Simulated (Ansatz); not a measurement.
Cost and result for the atomization energy of `FC(F)(F)CI` (8 atoms, 7 bonds).

Charge 0, multiplicity 1. Correlated methods include outer-core shells of I, which these sets cover unevenly. I takes the def2 core potential. Geometry: relaxed with PBE0-D4/def2-TZVP. Program: Ansatz. All runs use 4 threads of an Arm Neoverse V2 on a shared host. Times are those of one run each, without the atoms' runs, and a repeat can differ threefold. Electronic energies, without spin–orbit coupling; frozen cores. CCSD(T)/CBS adds CCSD(T) − MP2 in def2-TZVPP to the MP2 limit, and its time is that of the two runs behind it. T1 = 0.010. With those shells the extrapolation isn't a true limit. HSE06 is the plane-wave form, built on full-range PBE exchange.

CCSD(T)/CBS is a level of theory with its own doubt, some kJ/mol a heavy atom from the limit and from the frozen cores, so smaller differences don't rank the functionals.

```csv
level,functions,wall time,atomization (kcal/mol),difference from CCSD(T)/CBS,per bond
revPBE-D4/def2-TZVPP,233,1.8 s,714.4,1.6,0.2
BLYP-D4/def2-TZVPP,233,1.8 s,711.4,-1.4,-0.2
PBE0-D4/def2-TZVPP,233,2.8 s,716.7,3.9,0.6
HSE06-D4/def2-TZVPP,233,3 s,717.6,4.8,0.7
CAM-B3LYP-D4/def2-TZVPP,233,3 s,712.7,-0.1,0.0
r2SCANh-D4/def2-TZVPP,233,4.5 s,707.7,-5.1,-0.7
B2PLYP/def2-TZVPP,233,5.5 s,700.7,-12.1,-1.7
PBE-QIDH/def2-TZVPP,233,5.5 s,708.6,-4.2,-0.6
CCSD(T)/def2-SVP,106,9.5 s,673.8,-39.0,-5.6
ωB97M-V/def2-TZVPP (with forces),233,10 s,712.1,-0.7,-0.1
MP2/def2-QZVPP,427,19 s,733.9,21.1,3.0
CCSD(T)/def2-TZVPP,233,4.8 min,691.3,-21.5,-3.1
CCSD(T)/CBS(def2),–,5.1 min,712.8,0.0,0.0
```

From BLYP to BHLYP (50 % exact exchange), in def2-TZVPP and without D4, the atomization energy moves by −36.8 kcal/mol: exact exchange takes away binding that semilocal exchange gives to molecules. The D4 term adds +6.9 kcal/mol with B3LYP and +3.6 kcal/mol with PBE0; it sums over pairs of atoms, weighted by their polarisabilities, and B3LYP, whose exchange is more repulsive, gets the larger term. In def2-TZVPP, CCSD(T) changes the Hartree–Fock value by +205.3 kcal/mol (the triples alone add +16.0 kcal/mol) and MP2 by +235.2 kcal/mol; breaking electron pairs costs correlation energy, which Hartree–Fock lacks.

B3LYP here is the variant with VWN-RPA as its local correlation; programs differ in this.

Spin–orbit coupling would lower the free I atoms strongly, and the atomization energy with them, by more than many differences here.
